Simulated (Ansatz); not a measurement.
Program: Ansatz. Geometries: PBE0-D4/def2-TZVP. ΔE: electronic, gas phase. CBS: MP2 limit from def2 TZ/QZ plus the TZ coupled-cluster correction, frozen cores. This one scheme is used for every species. Functionals use def2-TZVPP. Elements past krypton have def2 core potentials. For I outer-core shells are correlated without core-valence functions, which leaves a few kJ/mol of doubt a bond. Each species was taken in one conformer, which may not be the lowest.

Consider the cleavage of the Si–Al bond: `[SiH3][AlH][SiH]1CO1` + HI → `I[SiH]1CO1` + `[AlH2][SiH3]`.

`[SiH3][AlH][SiH]1CO1`:

Z-matrix (Å, degrees):
```
Si
Al 1 2.453
H 1 1.491 2 109.3
H 1 1.490 2 113.4 3 -120.3
H 1 1.490 2 110.6 3 118.2
Si 2 2.434 1 113.7 3 -80.5
H 2 1.589 1 124.3 3 101.5
O 6 1.693 2 113.4 1 16.4
C 6 1.835 2 116.7 1 -36.8
H 6 1.489 2 125.5 1 162.1
H 9 1.089 6 119.5 2 -159.3
H 9 1.089 6 122.4 2 -3.1
```

HI:

```xyz
2

I    -0.292   -0.073   -0.747
H     0.292    0.073    0.747
```

`I[SiH]1CO1`:

Z-matrix (Å, degrees):
```
Si
C 1 1.799
O 1 1.650 2 50.8
I 1 2.410 2 122.2 3 -101.6
H 1 1.474 2 124.8 3 99.1
H 2 1.088 1 122.7 3 -98.8
H 2 1.088 1 120.9 3 99.6
```

`[AlH2][SiH3]`:

```xyz
7

Al   -0.608   -1.142   -0.555
Si    0.431    0.859    0.421
H    -2.174   -1.390   -0.472
H     0.303   -2.219   -1.288
H     1.449    0.476    1.442
H     1.145    1.646   -0.627
H    -0.546    1.771    1.080
```

| level | ΔE (kJ/mol) |
| --- | --- |
| LDA (SPW92) | -56.3 |
| r2SCAN0-D4 | -74.4 |
| PBE0 | -66.7 |
| HF/def2-SVP | -78.9 |
| MP2/def2-SVP | -72.9 |
| CCSD/def2-SVP | -62.8 |
| CCSD(T)/def2-SVP | -60.8 |
| MP2/def2-QZVPP | -88.4 |

Q: What does CCSD(T)/CBS give? (An estimate is asked.)

A: Ansatz gave: -76.9 kJ/mol. The listed levels differ from it by 20.6, 2.5, 10.2, -2.0, 4.0, 14.1, 16.1, -11.5 kJ/mol.

Largest T1 diagnostic among the species: 0.016.

From BLYP to BHLYP (50 % exact exchange), in def2-TZVPP and without D4, ΔE moves by −13.5 kJ/mol. In def2-TZVPP, CCSD(T) changes the Hartree–Fock value by +21.3 kJ/mol (the triples alone add +2.4 kJ/mol) and MP2 by +6.6 kJ/mol. Leaving LDA and LC-ωPBE aside and taking each functional with its dispersion term where it has one, the values, not all of them listed here, spread over 20.2 kJ/mol, from BHLYP-D4 to PBE-D4.

CCSD(T)/CBS has its own doubt, a few kJ/mol and more with outer-core shells, so smaller differences from it don't rank the levels.
